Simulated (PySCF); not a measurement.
# Excited states of Ag⁴³⁺ (silver, charge +43)

Ground state [He] 2s2, ¹S. All numbers are calculated (PySCF 2.14, scalar relativity by spin-free X2C-1e, in an even-tempered Gaussian basis (18 s from 3.2 bohr⁻², ratio 2.5; 9 p from 4.12 bohr⁻², ratio 2.7; 8 d from 4.62 bohr⁻², ratio 2.7; 4 f from 140 bohr⁻², ratio 2.7)). Vertical excitation energies in eV without spin-orbit coupling; excited terms of each kind are numbered among those the solver found. Frozen: nothing.

| term | leading excitation | EOM-EE-CCSD |
| --- | --- | --- |
| 1 3P° | 2s → p | 222.13 |
| 1 1P° | 2s → p | 297.00 |

The spin-orbit splitting of the hole, absent here, rivals or exceeds the spacing of these terms, so the LS terms are model states.

Only the lower part of the computed list is shown. Doubly excited terms such as np² are absent. The solver can miss terms. The 7 highest virtual orbitals were dropped.
